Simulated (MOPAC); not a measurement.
Input file for MOPAC: AM1 on BFH3NO (SMILES NB(O)F), a point of a torsion scan.

```
AM1 1SCF PRECISE CHARGE=0 THREADS=1
BFH3NO

N      1.04574359 1    -0.25260266 1     0.20347377 1
B     -0.05034525 1     0.52204887 1    -0.18761965 1
O     -1.04908682 1     0.02272190 1    -0.94063926 1
F     -0.17120752 1     1.77109947 1     0.31241470 1
H      1.92471560 1     0.16191853 1     0.45386536 1
H      1.14444953 1    -1.18656982 1    -0.15259540 1
H     -1.79383717 1     0.61329030 1    -1.04914366 1
```

The log:

```
*******************************************************************************
 **                                                                           **
 **                              MOPAC v23.2.5                                **
 **                                                                           **
 *******************************************************************************
 ** MOPAC's Digital Object Identifier: https://doi.org/10.5281/zenodo.6511958 **
 **                                                                           **
 ** Please cite the open-source release paper for use of this MOPAC version:  **
 ** J. E. Moussa and J. J. P. Stewart (2026)                                  **
 ** MOPAC: An open-source semiempirical molecular orbital program             **
 ** J. Open Source Softw., 11(119), 8025, https://doi.org/10.21105/joss.08025 **
 *******************************************************************************

                              AM1 CALCULATION RESULTS

 *******************************************************************************
 *  AM1        - The AM1 Hamiltonian to be used
 *
 *
 *
 *                 CHARGE ON SYSTEM = 0
 *
 *
 *
 *  PRECISE    - TIGHTER CRITERIA TO BE USED
 *  1SCF       - DO 1 SCF AND THEN STOP
 *  THREADS=1  - MULTI-THREADING NOT USED
 *  T=         - A TIME OF 172800.0 SECONDS REQUESTED
 *  DUMP=N     - RESTART FILE WRITTEN EVERY 7200.0 SECONDS REQUESTED
 *******************************************************************************
AM1 1SCF PRECISE CHARGE=0 THREADS=1
 BFH3NO

   ATOM   CHEMICAL          X               Y               Z
  NUMBER   SYMBOL      (ANGSTROMS)     (ANGSTROMS)     (ANGSTROMS)

     1       N          1.04574359  *  -0.25260266  *   0.20347377  *
     2       B         -0.05034525  *   0.52204887  *  -0.18761965  *
     3       O         -1.04908682  *   0.02272190  *  -0.94063926  *
     4       F         -0.17120752  *   1.77109947  *   0.31241470  *
     5       H          1.92471560  *   0.16191853  *   0.45386536  *
     6       H          1.14444953  *  -1.18656982  *  -0.15259540  *
     7       H         -1.79383717  *   0.61329030  *  -1.04914366  *



          CARTESIAN COORDINATES

    NO.       ATOM           X           Y           Z

     1         N          1.0457     -0.2526      0.2035
     2         B         -0.0503      0.5220     -0.1876
     3         O         -1.0491      0.0227     -0.9406
     4         F         -0.1712      1.7711      0.3124
     5         H          1.9247      0.1619      0.4539
     6         H          1.1444     -1.1866     -0.1526
     7         H         -1.7938      0.6133     -1.0491

  H: (AM1): M.J.S. DEWAR ET AL, J. AM. CHEM. SOC. 107 3902-3909 (1985)
  B: (AM1): M.J.S. DEWAR ET AL, ORGANOMETALLICS, 7, 513-521 (1988)
  N: (AM1): M.J.S. DEWAR ET AL, J. AM. CHEM. SOC. 107 3902-3909 (1985)
  O: (AM1): M.J.S. DEWAR ET AL, J. AM. CHEM. SOC. 107 3902-3909 (1985)
  F: (AM1): M.J.S. DEWAR AND E. G. ZOEBISCH, THEOCHEM, 180, 1 (1988).

           Empirical Formula: H3 N O B F  =     7 atoms



      MOLECULAR POINT GROUP   :   C1


      RHF CALCULATION, NO. OF DOUBLY OCCUPIED LEVELS = 12


 -------------------------------------------------------------------------------
 AM1 1SCF PRECISE CHARGE=0 THREADS=1
 BFH3NO



     1SCF WAS SPECIFIED, SO BFGS WAS NOT USED
     SCF FIELD WAS ACHIEVED


                              AM1 CALCULATION
                                                       MOPAC v23.2.5 Linux




          FINAL HEAT OF FORMATION =       -194.30015 KCAL/MOL =    -812.95184 KJ/MOL


          COSMO AREA              =         87.79 SQUARE ANGSTROMS
          COSMO VOLUME            =         69.26 CUBIC ANGSTROMS

          IONIZATION POTENTIAL    =         10.707015 EV
          HOMO LUMO ENERGIES (EV) =        -10.707  2.166
          NO. OF FILLED LEVELS    =         12
          MOLECULAR WEIGHT        =         62.8382         POINT GROUP:  C1

          MOLECULAR DIMENSIONS (Angstroms)

            Atom       Atom       Distance
            H     7    H     5     4.03614
            H     6    F     4     2.96965
            O     3    N     1     0.26467


          SCF CALCULATIONS        =          1





   ATOM   CHEMICAL          X               Y               Z
  NUMBER   SYMBOL      (ANGSTROMS)     (ANGSTROMS)     (ANGSTROMS)

     1       N          1.04574359  *  -0.25260266  *   0.20347377  *
     2       B         -0.05034525  *   0.52204887  *  -0.18761965  *
     3       O         -1.04908682  *   0.02272190  *  -0.94063926  *
     4       F         -0.17120752  *   1.77109947  *   0.31241470  *
     5       H          1.92471560  *   0.16191853  *   0.45386536  *
     6       H          1.14444953  *  -1.18656982  *  -0.15259540  *
     7       H         -1.79383717  *   0.61329030  *  -1.04914366  *

                             CARTESIAN COORDINATES

   1    N        1.045743590    -0.252602660     0.203473770
   2    B       -0.050345250     0.522048870    -0.187619650
   3    O       -1.049086820     0.022721900    -0.940639260
   4    F       -0.171207520     1.771099470     0.312414700
   5    H        1.924715600     0.161918530     0.453865360
   6    H        1.144449530    -1.186569820    -0.152595400
   7    H       -1.793837170     0.613290300    -1.049143660


           Empirical Formula: H3 N O B F  =     7 atoms



      MOLECULAR POINT GROUP   :   C1


                  EIGENVALUES
 -48.92392 -37.71352 -33.46232 -21.62028 -18.90323 -17.14495 -16.34487 -15.62980
 -14.23237 -13.45293 -13.22220 -10.70702   2.16629   3.05692   4.40018   4.89609
   5.81300   7.37133   8.21553


              NET ATOMIC CHARGES AND DIPOLE CONTRIBUTIONS

  ATOM NO.   TYPE          CHARGE      No. of ELECS.   s-Pop       p-Pop
    1          N          -0.426805        5.4268     1.46939     3.95742
    2          B           0.289567        2.7104     1.04134     1.66910
    3          O          -0.327461        6.3275     1.83024     4.49722
    4          F          -0.196895        7.1969     1.89349     5.30341
    5          H           0.212291        0.7877     0.78771
    6          H           0.205046        0.7950     0.79495
    7          H           0.244257        0.7557     0.75574
 DIPOLE           X         Y         Z       TOTAL
 POINT-CHG.     0.583    -0.751    -0.412     1.036
 HYBRID         0.134     0.448    -0.254     0.532
 SUM            0.718    -0.303    -0.667     1.025


          ATOMIC ORBITAL ELECTRON POPULATIONS

     Atom    s        px        py        pz
    1  N   1.46939   1.16308   1.13672   1.65762
    2  B   1.04134   0.62461   0.55539   0.48909
    3  O   1.83024   1.31458   1.50078   1.68187
    4  F   1.89349   1.93878   1.51967   1.84496
    5  H   0.78771
    6  H   0.79495
    7  H   0.75574

 **********************
 *                    *
 * JOB ENDED NORMALLY *
 *                    *
 **********************




 == MOPAC DONE ==
```

The run finished.

Cost: roughly 0.04 core-seconds.
